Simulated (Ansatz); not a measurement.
`[CH3][AlH][O][SiH2][GaH2]` + `N=CO` → `O/C=[N]/[GaH2]` + `[CH3][AlH][O][SiH3]`  (cleavage of the Ga–Si bond)

Gas-phase electronic energies from Ansatz, PBE0-D4/def2-TZVP geometries. CCSD(T)/CBS adds triple-zeta CCSD(T) − MP2 to the extrapolated MP2 energy (def2 sets, frozen cores). This one scheme is used for every species. Functionals use def2-TZVPP. For Ga outer-core shells are correlated without core-valence functions, which leaves a few kJ/mol of doubt a bond. Scalar relativity is left out up to krypton. Each species was taken in one conformer, which may not be the lowest.

`[CH3][AlH][O][SiH2][GaH2]`:

Cartesian coordinates in Å:
```
C 0.293 -2.706 0.912
Al 0.469 -1.552 -0.640
O -0.344 -0.074 -0.643
Si -1.010 1.409 -0.730
Ga 0.391 3.101 0.278
H 0.635 -2.195 1.819
H 0.866 -3.631 0.812
H -0.754 -2.975 1.083
H 1.331 -1.893 -1.924
H -1.275 1.766 -2.158
H -2.345 1.398 -0.056
H -0.047 4.614 0.332
H 1.790 2.738 0.914
```

`N=CO`:

Cartesian coordinates in Å:
```
N 0.744 0.060 -0.721
C 0.024 -0.037 0.307
O -1.310 0.016 0.248
H 1.729 -0.001 -0.488
H 0.355 -0.172 1.339
H -1.542 0.135 -0.685
```

`O/C=[N]/[GaH2]`:

```xyz
8

O    -0.640    1.184   -1.879
C    -0.037    0.217   -1.159
N    -0.093    0.125    0.078
Ga    0.368   -0.754    1.597
H    -1.099    1.754   -1.245
H     0.495   -0.451   -1.845
H     1.640   -0.243    2.342
H    -0.635   -1.833    2.111
```

`[CH3][AlH][O][SiH3]`:

Z-matrix (Å, degrees):
```
C
Al 1 1.942
H 1 1.093 2 112.4
H 1 1.096 2 110.3 3 -119.5
H 1 1.094 2 111.7 3 122.1
O 2 1.688 1 119.8 3 22.6
H 2 1.582 1 124.0 3 -158.2
Si 6 1.621 2 169.7 1 -4.7
H 8 1.489 6 110.8 2 -9.3
H 8 1.488 6 110.1 2 110.7
H 8 1.488 6 110.2 2 -129.3
```

Is it downhill or uphill in electronic energy at CCSD(T)/CBS, and by how much? (Estimate.)

The calculation gave: Downhill: ΔE = -8.3 kcal/mol.

What do these levels give: BLYP-D4, B97M-V, r2SCANh-D4, PBE, PBE0, BHLYP, CCSD(T)/def2-SVP, HF/def2-TZVPP, CCSD/def2-TZVPP, MP2/def2-QZVPP, SCS-MP2/def2-QZVPP, HF/CBS(def2)? (An estimate is asked.)

Ansatz gave: BLYP-D4 -7.9, B97M-V -7.1, r2SCANh-D4 -7.7, PBE -5.5, PBE0 -5.7, BHLYP -9.0, CCSD(T)/def2-SVP -11.5, HF/def2-TZVPP -10.3, CCSD/def2-TZVPP -8.7, MP2/def2-QZVPP -11.1, SCS-MP2/def2-QZVPP -11.1, HF/CBS(def2) -10.5 kcal/mol.

Largest T1 diagnostic among the species: 0.016.

From BLYP to BHLYP (50 % exact exchange), in def2-TZVPP and without D4, ΔE moves by −0.7 kcal/mol. At CCSD(T), def2-SVP lies −3.2 kcal/mol from the extrapolated value and def2-TZVPP −0.6 kcal/mol.
